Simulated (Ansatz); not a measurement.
Ni(NH2)2 (NiN2H4), relaxed as a singlet with RKS r2SCAN-D4/def2-TZVP in Ansatz, starting from the r2SCAN-D4/def2-TZVP geometry of the neutral triplet. Force threshold 0.02 eV/Å.

The restricted singlet is unstable towards broken spin symmetry at other levels; at r2SCAN-D4/def2-TZVP this wasn't settled. The relaxation made no stability test and no search for a lower SCF solution. At r2SCAN-D4/def2-TZVP a triplet of charge 0 lies 0.30 eV below the restricted singlet, each at its own geometry.

Start:

Cartesian coordinates in Å:
```
Ni 0.000 -0.001 -0.001
N 0.364 -0.958 1.462
H 0.102 -0.712 2.407
H 0.866 -1.835 1.483
N -0.364 0.957 -1.463
H -0.864 1.836 -1.481
H -0.104 0.713 -2.408
```

| step | energy (eV) | largest force component (eV/Å) | SCF passes |
| --- | --- | --- | --- |
| 1 | -44088.3530 | 1.467 | 22 |
| 2 | -44088.4106 | 0.818 | 24 |
| 3 (rejected) | -44088.3123 | 1.207 | 32 |
| 4 | -44088.4112 | 0.815 | 26 |
| 5 (rejected) | -44088.3890 | 0.662 | 29 |
| 6 | -44088.4344 | 0.103 | 24 |
| 7 | -44088.4345 | 0.056 | 24 |
| 8 | -44088.4349 | 0.093 | 24 |
| 9 | -44088.4353 | 0.120 | 26 |
| 10 (rejected) | -44088.4329 | 0.210 | 25 |
| 11 | -44088.4368 | 0.068 | 23 |
| 12 | -44088.4392 | 0.099 | 30 |
| 13 | -44088.4445 | 0.047 | 29 |
| 14 (rejected) | -44088.4387 | 0.447 | 29 |
| 15 | -44088.4481 | 0.022 | 29 |
| 16 (rejected) | -44088.4471 | 0.164 | 30 |
| 17 | -44088.4492 | 0.009 | 23 |
| 18 | -44088.4495 | 0.030 | 23 |
| 19 | -44088.4495 | 0.023 | 25 |
| 20 | -44088.4496 | 0.008 | 25 |

Force components are those of the run's own axes.

End:

Cartesian coordinates in Å:
```
Ni -0.4755 -0.2675 -0.0573
N 0.2139 -0.9730 1.3601
H 0.2484 -0.4903 2.2542
H 0.9949 -1.6231 1.3278
N -0.4689 0.8296 -1.3909
H -0.6313 1.8275 -1.2839
H 0.1185 0.6968 -2.2100
```

By distances, no bond broke or formed. The bond that changes most is Ni1–N2, from 1.79 to 1.73 Å (atoms count from 1).

The force fell under the threshold at step 17, but the optimiser went on. No frequencies were taken in this run, so the end may be a saddle point.

It took 23 s on 4 threads of Arm Neoverse V2 on a shared host.
